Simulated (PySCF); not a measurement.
**Sm³⁴⁺: ionisation energy**

Sm³⁴⁺ [Ar] 3d10 (1S) → Sm³⁵⁺ [Ar] 3d9 (2D), as a difference of total energies. Computed with PySCF 2.14 in an even-tempered Gaussian basis (18 s from 5.6 bohr⁻², ratio 2.5; 13 p from 7.3 bohr⁻², ratio 2.5; 8 d from 7.3 bohr⁻², ratio 2.5; 4 f from 33 bohr⁻², ratio 2.7; 3 g from 50 bohr⁻², ratio 2.7), with scalar relativity by spin-free X2C-1e. Correlated levels: outer shells: [Ne] frozen; virtual orbitals above 40 to 60 times the deepest correlated orbital energy dropped. The calculations carry no spin-orbit coupling.

| method | ionisation energy (eV) |
| --- | --- |
| UHF | 2383.6 |
| LDA | 2382.4 |
| PBE | 2381.6 |
| PBE0 | 2382.7 |
| r2SCAN | 2383.0 |
| revPBE | 2381.6 |
| TPSSh | 2381.3 |
| MP2 (outer shells) | 2385.3 |
| SCS-MP2 (outer shells) | 2385.0 |

A first-order spin-orbit estimate (lowest level to lowest level, LS coupling) adds -11.052 eV.

Breit and QED terms and the two-electron picture change are absent.

For comparison: 2371 ± 5 eV (theoretical estimate listed by NIST; NIST Atomic Spectra Database, ionization energies).
